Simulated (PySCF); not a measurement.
Isomers C$_{10}$H$_{8}$O$_{2}$:

A. SMILES C#Cc1cccc2c1OCCO2
B. SMILES C#Cc1cccc(C(=O)OC)c1
C. `C=Cc1cccc2c1COC2=O`

Spectrum 1. ¹³C{¹H} NMR (computed): δ 153.1 (C), 150.2 (C), 133.3 (CH), 125.9 (CH), 124.2 (CH), 116.6 (C), 92.2 (CH), 84.3 (C), 67.2 (CH2), 67.1 (CH2).

Spectrum 2. ¹³C{¹H} NMR (computed): δ 174.6 (C), 151.4 (C), 138.5 (CH), 136.8 (C), 134.3 (CH), 133.8 (C), 132.7 (CH), 132.5 (CH), 123.2 (CH2), 70.4 (CH2).

Spectrum 3. ¹³C{¹H} NMR (computed): δ 172.8 (C), 144.1 (CH), 141.5 (CH), 137.5 (CH), 134.8 (C), 133.7 (CH), 126.7 (C), 88.6 (C), 88.0 (CH), 54.2 (CH3).

Theory: PBE0/pcSseg-1 with gauge-including orbitals, geometry: GFN2-xTB, in PySCF (one averaged value for each set of equivalent atoms, in vacuum, single conformer, relativity neglected).

Scale: ¹³C (σ = 186.93 ppm) against TMS (reference shieldings calculated alike). Shifts are as computed. Against solution values, carbons near 30 ppm lie about +3 ppm off and those near 130 ppm about +5 ppm. Of 1211 compounds with measured shifts, 218 miss one by over three times the rms of a fit or turn the order of signals round; such compounds aren't used in these exercises.

Problem. Which spectrum belongs to which compound?

Solution. 1–A, 2–C, 3–B.

- Spectrum 1 (A): 10 ¹³C signals; δC 153.1 is an aromatic carbon bearing oxygen; δC 150.2 is an aromatic carbon bearing oxygen.
- Spectrum 2 (C): 10 ¹³C signals; δC 174.6 is an ester carbonyl carbon; δC 138.5 is an alkene CH.
- Spectrum 3 (B): 10 ¹³C signals; δC 172.8 is an ester carbonyl carbon; δC 137.5 is an aromatic CH.
